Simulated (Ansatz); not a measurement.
Isolated molecules relaxed with PBE0-D4/def2-TZVP in Ansatz; ΔE leaves out vibrations. CCSD(T)/CBS is the MP2 limit (def2-TZVPP, def2-QZVPP) plus CCSD(T) − MP2 in def2-TZVPP, frozen cores. This one scheme is used for every species. DFT in def2-TZVPP. B3LYP here is the variant with VWN-RPA as its local correlation; programs differ in this. Elements past krypton have def2 core potentials. For W outer-core shells are correlated without core-valence functions, which leaves a few kJ/mol of doubt a bond.

Reaction (ligand exchange at a W–Cl bond): `[O]=[W](=[S])([Cl])[Cl]` + H–F → `[O]=[W]([F])(=[S])[Cl]` + HCl

```csv
level,ΔE (kJ/mol),difference from CCSD(T)/CBS
BLYP-D4,-2.1,-16.8
PBE0-D4,8.5,-6.2
B3LYP-D4,2.2,-12.5
r2SCANh-D4,1.9,-12.8
r2SCAN0-D4,5.6,-9.1
BHLYP-D4,5.8,-8.9
B2PLYP,6.4,-8.3
PBE-QIDH,16.7,2.0
CAM-B3LYP,-10.4,-25.1
RPA@PBE/def2-TZVPP,4.3,-10.4
CCSD(T)/def2-SVP,-1.5,-16.2
MP2/def2-TZVPP,31.4,16.7
CCSD(T)/def2-TZVPP,10.2,-4.5
MP2/def2-QZVPP,33.8,19.1
SCS-MP2/def2-QZVPP,22.2,7.5
CCSD/CBS(def2),10.8,-3.9
CCSD(T)/CBS,14.7,0
```

Largest T1 diagnostic among the species: 0.022, so the coupled-cluster value is less sure than usual.

In def2-TZVPP, CCSD(T) changes the Hartree–Fock value by +15.7 kJ/mol (the triples alone add +3.9 kJ/mol) and MP2 by +36.9 kJ/mol. From BLYP to BHLYP (50 % exact exchange), in def2-TZVPP and without D4, ΔE moves by +8.4 kJ/mol.
